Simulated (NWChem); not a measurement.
# Si₂H₄OClF; SMILES Cl[SiH2]O[SiH2]F

```xyz
9

Si    -0.6410    -1.7743    -0.2192
F     -0.0757    -2.4663     1.1182
O      0.2598    -0.4418    -0.5638
Si     0.9401     0.9918    -0.1464
Cl    -0.3635     2.1057     1.0246
H     -2.0468    -1.3826     0.0182
H     -0.4834    -2.7203    -1.3431
H      1.2004     1.7620    -1.3789
H      2.1635     0.7698     0.6523
```
Atoms are numbered in this order, from 1.

Results from NWChem. Coordinates come from a B3LYP/6-31G* (spherical d) optimisation. GIAO values for the isolated, static molecule; σ is the absolute isotropic shielding, δ = σ(reference) − σ with the isolated reference molecule computed at the same levels (19F: trichlorofluoromethane, 1H: tetramethylsilane, 17O: water, 29Si: tetramethylsilane).

```json
[
 {"level": "LDA (Slater exchange, VWN5)/pcSseg-1", "δ F2 (ppm)": "-189.4", "δ O3 (ppm)": "116.0", "δ Si4 (ppm)": "-11.4", "σ Cl5 (ppm)": "852.1", "δ H6 (ppm)": "5.67", "δ H7 (ppm)": "5.51", "δ H8 (ppm)": "6.03"},
 {"level": "KT2/pcSseg-1", "δ F2 (ppm)": "-195.4", "δ O3 (ppm)": "95.7", "δ Si4 (ppm)": "-17.4", "σ Cl5 (ppm)": "875.0", "δ H6 (ppm)": "5.35", "δ H7 (ppm)": "5.19", "δ H8 (ppm)": "5.70"},
 {"level": "BHandHLYP/pcSseg-1", "δ F2 (ppm)": "-157.4", "δ O3 (ppm)": "75.9", "δ Si4 (ppm)": "-24.8", "σ Cl5 (ppm)": "914.6", "δ H6 (ppm)": "4.81", "δ H7 (ppm)": "4.69", "δ H8 (ppm)": "5.17"}
]
```
